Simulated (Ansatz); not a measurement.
Potential energy curve for MgC, lowest triplet found (which spin is the ground state isn't settled by this scan).

Methods: UKS-PBE = unrestricted PBE/aug-cc-pVDZ (Ansatz, a program for electronic structure); FCI = full CI/aug-cc-pVDZ, frozen core (Ansatz).

Energies relative to the lowest point of each curve between 1.81 and 2.60 Å, where full CI is lowest, in kJ/mol; the last columns give the error against full CI:

| R / Å | UKS-PBE | FCI | UKS-PBE − FCI |
|---|---|---|---|
| 1.58 | 244.1 | 264.2 | -20.1 |
| 1.68 | 135.1 | 148.9 | -13.8 |
| 1.81 | 53.0 | 60.6 | -7.6 |
| 1.87 | 31.0 | 36.3 | -5.3 |
| 1.99 | 6.6 | 8.5 | -1.9 |
| 2.06 | 1.1 | 1.7 | -0.6 |
| 2.11 | 0.0 | 0.0 | 0.0 |
| 2.20 | 2.4 | 1.7 | 0.7 |
| 2.24 | 4.9 | 4.1 | 0.8 |
| 2.33 | 12.6 | 11.8 | 0.9 |
| 2.44 | 24.7 | 24.1 | 0.6 |
| 2.60 | 44.5 | 44.5 | -0.1 |
| 2.73 | 60.5 | 60.9 | -0.4 |
| 2.91 | 81.0 | 80.9 | 0.2 |
| 3.18 | 106.5 | 102.7 | 3.8 |
| 3.46 | 126.3 | 115.9 | 10.3 |
| 3.85 | 144.9 | 124.7 | 20.2 |
| 4.30 | 157.8 | 128.7 | 29.2 |
| 4.78 | 165.5 | 130.3 | 35.2 |
| 5.40 | 170.6 | 131.1 | 39.5 |
| 6.33 | 173.7 | 131.5 | 42.1 |
| 7.38 | 174.8 | 131.7 | 43.1 |

UKS-PBE is furthest from FCI at 7.38 (43.1 kJ/mol, above); its mean absolute error over the points is 12.6 kJ/mol.

The unrestricted determinant behind UKS-PBE is spin-contaminated at 1.58 to 3.85 Å (<S²> up to 2.4, against 2.00 for a pure triplet). Also computed but left out beside FCI, since their determinant holds another spin at the minimum (<S²> over 0.7 above the pure value): UHF, UMP2, UCCSD, UCCSD(T), UCCSDT, UCCSDT(Q), UHF/LANL2DZ, UHF/STO-3G, UMP2/6-31G*.
